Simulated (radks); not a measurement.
Q: The tantalum ion Ta+, 72 electrons, occupied as [Xe] 4f14 5d3 6s1 (the NIST ground configuration). Method: Dirac Kohn-Sham, Slater X-alpha with alpha = 0.907, spin-unpolarised, spherical densities, finite nucleus; open shells are shared between the two j in proportion to 2j + 1; Fermi nuclear charge, rms radius 5.3507 fm; computed with a radial shooting solver on a logarithmic mesh with Libxc functionals. Some entries of the table are withheld. Estimate them.

orbital  occ.  eigenvalue (hartree)  <1/r> (bohr^-1)  <r> (bohr)
1s1/2       2             -2479.423            85.45     0.01865
2s1/2       2             -427.4126            20.79     0.07820
2p1/2       2             -409.1796            20.77     0.06469
2p3/2       4             -362.1252            17.54     0.07252
3s1/2       2             -98.48986            7.639      0.2037
3p1/2       2             -90.26327            7.563         (1)
3p3/2       4             -80.09744            6.726         (2)
3d3/2       4             -66.05154            6.624      0.1820
3d5/2       6             -63.82483            6.425      0.1865
4s1/2       2             -20.46628            3.211      0.4567
4p1/2       2             -17.04150            3.104      0.4618
4p3/2       4             -14.68995            2.812      0.4948
4d3/2       4              -9.01278            2.600      0.5122
4d5/2       6              -8.57721            2.529      0.5235
5s1/2       2              -3.08687            1.239       1.089
5p1/2       2              -2.07660            1.109         (3)
5p3/2       4              -1.73949            1.006         (4)
4f5/2       6              -1.46525            2.061      0.6162
4f7/2       8              -1.38812            2.031      0.6261
5d3/2     1.2              -0.46823           0.6727       1.940
6s1/2       1              -0.45955           0.4293       2.955
5d5/2     1.8              -0.44112           0.6490       2.007

A: 
(1) 3p1/2 <r> (bohr): 0.1935
(2) 3p3/2 <r> (bohr): 0.2080
(3) 5p1/2 <r> (bohr): 1.201
(4) 5p3/2 <r> (bohr): 1.305
